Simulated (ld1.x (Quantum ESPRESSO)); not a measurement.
**Ru (Z = 44), ultrasoft: configuration errors across variants**

- Element: Ru (Z = 44)
- Generator: ld1.x (Quantum ESPRESSO) 7.5
- Type: ultrasoft
- Functional: PBE
- Relativity: scalar-relativistic
- Frozen core: [Kr]
- Valence charge: 8
- Reference configuration: 4d7 5s1 5p0
- Partial waves: 5s (bound): rcut 2.15, rcutus 2.80 bohr; 5s channel at 0.25 Ry: rcut 2.15, rcutus 2.80 bohr; 5p (bound, empty): rcut 3.85, rcutus 4.30 bohr; 5p channel at 0.45 Ry: rcut 3.85, rcutus 4.30 bohr; 4d (bound): rcut 1.25, rcutus 1.40 bohr; 4d channel at 0.1 Ry: rcut 1.25, rcutus 1.40 bohr
- Local potential: all-electron potential smoothed inside 4.10 bohr (lloc = -2)
- Core correction: Bessel-smoothed model core inside 1.20 bohr
- Augmentation charge: built from norm-conserving waves at rcut, not smoothed further

All-electron excitation energies from the reference (eV): (1) 4d7 5s0 5p0 7.292; (2) 4d6 5s0 5p0 25.479; (3) 4d5 5s0 5p0 56.101; (4) 4d6 5s1 5p0 10.112; (5) 4d6 5s2 5p0 1.701; (6) 4d6 5s1 5p1 5.653; (7) 4d7 5s0.5 5p0 2.863.

Errors AE − PS in meV (a dash: test not solved or not reliable):

```csv
change,(1),(2),(3),(4),(5),(6),(7),bound ghosts
base,-14,-61,-417,-57,-80,-73,-3.3,none
"waves 4d (bound): rcut 0.82, rcutus 0.86 bohr; 4d channel at 0.1 Ry: rcut 0.82, rcutus 0.86 bohr",-14,-61,-425,-58,-83,-75,-3.4,none
"waves 4d (bound): rcut 1.00, rcutus 1.06 bohr; 4d channel at 0.1 Ry: rcut 1.00, rcutus 1.06 bohr",-14,-61,-418,-57,-81,-73,-3.3,none
"waves 4d (bound): rcut 1.10, rcutus 1.16 bohr; 4d channel at 0.1 Ry: rcut 1.10, rcutus 1.16 bohr",-14,-61,-417,-57,-80,-73,-3.3,none
"waves 4d (bound): rcut 1.25, rcutus 1.34 bohr; 4d channel at 0.1 Ry: rcut 1.25, rcutus 1.34 bohr",-14,-61,-416,-57,-80,-73,-3.3,none
"waves 4d (bound): rcut 1.25, rcutus 1.44 bohr; 4d channel at 0.1 Ry: rcut 1.25, rcutus 1.44 bohr",-14,-61,-417,-57,-80,-73,-3.3,none
"waves 4d (bound): rcut 1.25, rcutus 1.68 bohr; 4d channel at 0.1 Ry: rcut 1.25, rcutus 1.68 bohr",-14,-61,-423,-58,-81,-74,-3.4,none
"waves 4d (bound): rcut 1.25, rcutus 1.80 bohr; 4d channel at 0.1 Ry: rcut 1.25, rcutus 1.80 bohr",-14,-62,-429,-58,-83,-75,-3.4,none
"waves 4d (bound): rcut 1.25, rcutus 1.94 bohr; 4d channel at 0.1 Ry: rcut 1.25, rcutus 1.94 bohr",-15,-62,-438,-60,-84,-77,-3.4,none
"waves 4d (bound): rcut 1.25, rcutus 2.10 bohr; 4d channel at 0.1 Ry: rcut 1.25, rcutus 2.10 bohr",-15,-64,-450,-61,-87,-79,-3.5,none
```

**Question.** Give the same row for: waves 4d (bound): rcut 1.25, rcutus 1.56 bohr; 4d channel at 0.1 Ry: rcut 1.25, rcutus 1.56 bohr.

**Answer.** -14, -61, -419, -57, -81, -73, -3.3; bound ghosts: none.
